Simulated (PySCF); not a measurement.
C$_{6}$H$_{12}$Sn (SMILES C=[CH][Sn]([CH3])([CH3])[CH]=C), singlet, geometry from GFN2-xTB (such geometries of metal compounds can be far from the true shape) (all electrons, no relativity); CASSCF(8,9)/STO-3G in PySCF.

Here is a job for PySCF.
```python
from pyscf import gto, scf, mcscf
import numpy

mol = gto.M(
    atom='''
C    -2.202542   -1.291244    1.632375
C    -1.299496   -0.330337    1.614209
Sn   -0.051748    0.170486   -0.093912
C    -0.499754    2.231767   -0.714689
C    -0.452762   -1.212380   -1.750387
C     2.040458    0.056289    0.483717
C     2.948220   -0.690727   -0.114066
H    -2.801602   -1.496266    2.508209
H    -2.390414   -1.920722    0.778391
H    -1.154819    0.268470    2.503218
H    -1.544154    2.317570   -0.990812
H     0.110241    2.502570   -1.568495
H    -0.296993    2.929532    0.089333
H    -0.236977   -2.233451   -1.457734
H     0.162366   -0.960950   -2.606609
H    -1.493265   -1.150574   -2.047276
H     2.337643    0.668267    1.324519
H     2.711853   -1.321240   -0.955060
H     3.978779   -0.707740    0.210971
''',
    basis='sto-3g',
    charge=0,
    spin=0,
    verbose=4,
)

mf = scf.RHF(mol)
mf.kernel()
mc = mcscf.CASSCF(mf, 9, 8)
mc.fix_spin_(ss=0.0)
mc.kernel()
occ = numpy.linalg.eigvalsh(mc.fcisolver.make_rdm1(mc.ci, mc.ncas, mc.nelecas))[::-1]
ss = mc.fcisolver.spin_square(mc.ci, mc.ncas, mc.nelecas)[0]
print('natural occupations', occ.round(4), ' <S^2>', round(ss, 4))
```

Output, abridged:

```
PySCF version 2.14.0

[INPUT] verbose = 4
[INPUT] num. atoms = 19
[INPUT] num. electrons = 98
[INPUT] charge = 0
[INPUT] spin (= nelec alpha-beta = 2S) = 0
[INPUT] symmetry False subgroup None
[INPUT] Mole.unit = angstrom
[INPUT] Symbol           X                Y                Z      unit          X                Y                Z       unit  Magmom
[INPUT]  1 C     -2.202542000000  -1.291244000000   1.632375000000 AA   -4.162201157852  -2.440097519988   3.084741682587 Bohr   0.0
[INPUT]  2 C     -1.299496000000  -0.330337000000   1.614209000000 AA   -2.455691539968  -0.624246458810   3.050412917808 Bohr   0.0
[INPUT]  3 Sn    -0.051748000000   0.170486000000  -0.093912000000 AA   -0.097789547494   0.322171848073  -0.177467959810 Bohr   0.0
[INPUT]  4 C     -0.499754000000   2.231767000000  -0.714689000000 AA   -0.944398189656   4.217428403842  -1.350566474239 Bohr   0.0
[INPUT]  5 C     -0.452762000000  -1.212380000000  -1.750387000000 AA   -0.855596179610  -2.291066158900  -3.307752041999 Bohr   0.0
[INPUT]  6 C      2.040458000000   0.056289000000   0.483717000000 AA    3.855906788678   0.106370793826   0.914092651796 Bohr   0.0
[INPUT]  7 C      2.948220000000  -0.690727000000  -0.114066000000 AA    5.571328354965  -1.305284856842  -0.215553500125 Bohr   0.0
[INPUT]  8 H     -2.801602000000  -1.496266000000   2.508209000000 AA   -5.294260490034  -2.827532949498   4.739828073169 Bohr   0.0
[INPUT]  9 H     -2.390414000000  -1.920722000000   0.778391000000 AA   -4.517227784326  -3.629638541427   1.470945807826 Bohr   0.0
[INPUT] 10 H     -1.154819000000   0.268470000000   2.503218000000 AA   -2.182291633444   0.507334772662   4.730396450082 Bohr   0.0
[INPUT] 11 H     -1.544154000000   2.317570000000  -0.990812000000 AA   -2.918028154152   4.379572574508  -1.872363320933 Bohr   0.0
[INPUT] 12 H      0.110241000000   2.502570000000  -1.568495000000 AA    0.208325297698   4.729171907553  -2.964025977750 Bohr   0.0
[INPUT] 13 H     -0.296993000000   2.929532000000   0.089333000000 AA   -0.561235430913   5.536013153149   0.168814903886 Bohr   0.0
[INPUT] 14 H     -0.236977000000  -2.233451000000  -1.457734000000 AA   -0.447821627821  -4.220610702636  -2.754718022467 Bohr   0.0
[INPUT] 15 H      0.162366000000  -0.960950000000  -2.606609000000 AA    0.306827271941  -1.815932319401  -4.925777123826 Bohr   0.0
[INPUT] 16 H     -1.493265000000  -1.150574000000  -2.047276000000 AA   -2.821861881399  -2.174269746045  -3.868790941395 Bohr   0.0
[INPUT] 17 H      2.337643000000   0.668267000000   1.324519000000 AA    4.417505047007   1.262841608085   2.502978156783 Bohr   0.0
[INPUT] 18 H      2.711853000000  -1.321240000000  -0.955060000000 AA    5.124659460080  -2.496781744820  -1.804801832527 Bohr   0.0
[INPUT] 19 H      3.978779000000  -0.707740000000   0.210971000000 AA    7.518802620171  -1.337434767400   0.398677410226 Bohr   0.0

nuclear repulsion = 681.385234009309
number of shells = 41
number of NR pGTOs = 207
number of NR cGTOs = 69
basis = sto-3g
ecp = {}

******** <class 'pyscf.scf.hf.RHF'> ********
method = RHF
initial guess = minao
damping factor = 0
level_shift factor = 0
DIIS = <class 'pyscf.scf.diis.CDIIS'>
diis_start_cycle = 1
diis_space = 8
diis_damp = 0
SCF conv_tol = 1e-09
SCF conv_tol_grad = None
SCF max_cycles = 50
direct_scf = True
direct_scf_tol = 1e-13
Set gradient conv threshold to 3.16228e-05
Initial guess from minao.
init E= -6178.47557993421
  HOMO = -0.426358507228698  LUMO = -0.0723673487209128  gap/eV = 9.63259
cycle= 1 E= -6194.4921513856  delta_E=  -16  |g|= 0.638  |ddm|= 5.23
  HOMO = -0.210014814268699  LUMO = 0.335372371449855  gap/eV = 14.84074
cycle= 2 E= -6194.66642292549  delta_E= -0.174  |g|= 0.235  |ddm|= 1.31
  HOMO = -0.291278283561696  LUMO = 0.310279577604559  gap/eV = 16.36922
cycle= 3 E= -6194.68125728646  delta_E= -0.0148  |g|= 0.0736  |ddm|= 0.359
  HOMO = -0.29935692470639  LUMO = 0.30783454610195  gap/eV = 16.52252
cycle= 4 E= -6194.6833510522  delta_E= -0.00209  |g|= 0.0132  |ddm|= 0.11
  HOMO = -0.300592801480021  LUMO = 0.306659714297091  gap/eV = 16.52418
cycle= 5 E= -6194.68343902404  delta_E= -8.8e-05  |g|= 0.00367  |ddm|= 0.0275
  HOMO = -0.300197078679117  LUMO = 0.30723009053758  gap/eV = 16.52894
cycle= 6 E= -6194.68344689253  delta_E= -7.87e-06  |g|= 0.00133  |ddm|= 0.00772
  HOMO = -0.300310685733939  LUMO = 0.307090322377797  gap/eV = 16.52822
cycle= 7 E= -6194.68344801713  delta_E= -1.12e-06  |g|= 0.000181  |ddm|= 0.00379
  HOMO = -0.300347857948312  LUMO = 0.307061521185078  gap/eV = 16.52845
cycle= 8 E= -6194.68344803422  delta_E= -1.71e-08  |g|= 2.73e-05  |ddm|= 0.00042
  HOMO = -0.300342368453384  LUMO = 0.307068539278862  gap/eV = 16.52849
cycle= 9 E= -6194.68344803463  delta_E= -4.16e-10  |g|= 4.27e-06  |ddm|= 7.28e-05
  HOMO = -0.300342563677732  LUMO = 0.30706848103628  gap/eV = 16.52850
Extra cycle  E= -6194.68344803466  delta_E= -2.36e-11  |g|= 1.75e-06  |ddm|= 8.15e-06
converged SCF energy = -6194.68344803466

******** <class 'pyscf.mcscf.mc1step.CASSCF'> ********
CAS (4e+4e, 9o), ncore = 45, nvir = 15
max_cycle_macro = 50
max_cycle_micro = 4
conv_tol = 1e-07
conv_tol_grad = None
orbital rotation max_stepsize = 0.02
orbital rotation threshold for CI restart = 0.01
augmented hessian ah_max_cycle = 30
augmented hessian ah_conv_tol = 1e-12
augmented hessian ah_linear dependence = 1e-14
augmented hessian ah_level shift = 1e-08
augmented hessian ah_start_tol = 2.5
augmented hessian ah_start_cycle = 3
augmented hessian ah_grad_trust_region = 3
kf_trust_region = 3
kf_interval = 4
ci_response_space = 4
ci_grad_trust_region = 3
with_dep4 0
natorb = False
canonicalization = True
sorting_mo_energy = False
ao2mo_level = 2
internal_rotation = False
******** <class 'pyscf.fci.addons.SpinPenaltyFCISolver'> ********
max. cycles = 50
conv_tol = 1e-08
davidson only = True
linear dependence = 1e-12
level shift = 0.001
max iter space = 12
nroots = 1
pspace_size = 400
spin = None
CASCI E = -6194.74496018838  S^2 = 0.0000000
Set conv_tol_grad to 0.000316228
macro iter   1 ( 21 JK    4 micro), CASSCF E = -6194.78153805096  dE = -3.65778626e-02  S^2 = 0.0000000
               |grad[o]|=0.0417  |grad[c]|=0.0482  |ddm|=0.0668  |maxRot[o]|=0.311
macro iter   2 ( 21 JK    4 micro), CASSCF E = -6194.79654001704  dE = -1.50019661e-02  S^2 = 0.0000000
               |grad[o]|=0.0316  |grad[c]|=0.0527  |ddm|=0.0278  |maxRot[o]|=0.257
macro iter   3 ( 21 JK    4 micro), CASSCF E = -6194.80080966435  dE = -4.26964731e-03  S^2 = 0.0000000
               |grad[o]|=0.0147  |grad[c]|=0.0206  |ddm|=0.0107  |maxRot[o]|=0.156
macro iter   4 ( 16 JK    4 micro), CASSCF E = -6194.80276021240  dE = -1.95054805e-03  S^2 = 0.0000000
               |grad[o]|=0.00701  |grad[c]|=0.0165  |ddm|=0.0218  |maxRot[o]|=0.175
macro iter   5 ( 20 JK    4 micro), CASSCF E = -6194.80330858193  dE = -5.48369528e-04  S^2 = 0.0000000
               |grad[o]|=0.00348  |grad[c]|=0.00479  |ddm|=0.00574  |maxRot[o]|=0.292
macro iter   6 ( 18 JK    4 micro), CASSCF E = -6194.80325722419  dE =  5.13577370e-05  S^2 = 0.0000000
               |grad[o]|=0.00269  |grad[c]|=0.00481  |ddm|=0.00345  |maxRot[o]|=0.157
macro iter   7 ( 20 JK    4 micro), CASSCF E = -6194.80357909876  dE = -3.21874569e-04  S^2 = 0.0000000
               |grad[o]|=0.0033  |grad[c]|=0.00204  |ddm|=0.000713  |maxRot[o]|=0.0642
macro iter   8 ( 21 JK    4 micro), CASSCF E = -6194.80384423594  dE = -2.65137181e-04  S^2 = 0.0000000
               |grad[o]|=0.00177  |grad[c]|=0.00429  |ddm|=0.00138  |maxRot[o]|=0.174
macro iter   9 ( 21 JK    4 micro), CASSCF E = -6194.80421718103  dE = -3.72945090e-04  S^2 = 0.0000000
               |grad[o]|=0.00117  |grad[c]|=0.00472  |ddm|=0.00176  |maxRot[o]|=0.233
macro iter  10 ( 17 JK    4 micro), CASSCF E = -6194.80436591980  dE = -1.48738766e-04  S^2 = 0.0000000
               |grad[o]|=0.00111  |grad[c]|=0.00749  |ddm|=0.0041  |maxRot[o]|=0.181
macro iter  11 ( 12 JK    3 micro), CASSCF E = -6194.80440309226  dE = -3.71724673e-05  S^2 = 0.0000000
               |grad[o]|=0.00166  |grad[c]|=0.000683  |ddm|=0.000669  |maxRot[o]|=0.0237
macro iter  12 (  3 JK    1 micro), CASSCF E = -6194.80440341848  dE = -3.26215741e-07  S^2 = 0.0000000
               |grad[o]|=0.000123  |grad[c]|=0.000253  |ddm|=5.73e-05  |maxRot[o]|=0.00155
macro iter  13 (  3 JK    1 micro), CASSCF E = -6194.80440348642  dE = -6.79347067e-08  S^2 = 0.0000000
               |grad[o]|=4.73e-05  |grad[c]|=0.000193  |ddm|=4.35e-05  |maxRot[o]|=0.000538
1-step CASSCF converged in  13 macro (214 JK  45 micro) steps
CASSCF canonicalization
Density matrix diagonal elements [1.95093628 1.97622703 1.90751018 1.89129679 0.11144431 0.10272302
 0.02514783 0.0059772  0.02873736]
CASSCF energy = -6194.80440348642
CASCI E = -6194.80440348642  E(CI) = -10.7474674929090  S^2 = 0.0000000
natural occupations [1.9778 1.9702 1.892  1.8863 0.1143 0.1085 0.0282 0.0201 0.0027]  <S^2> 0.0
```
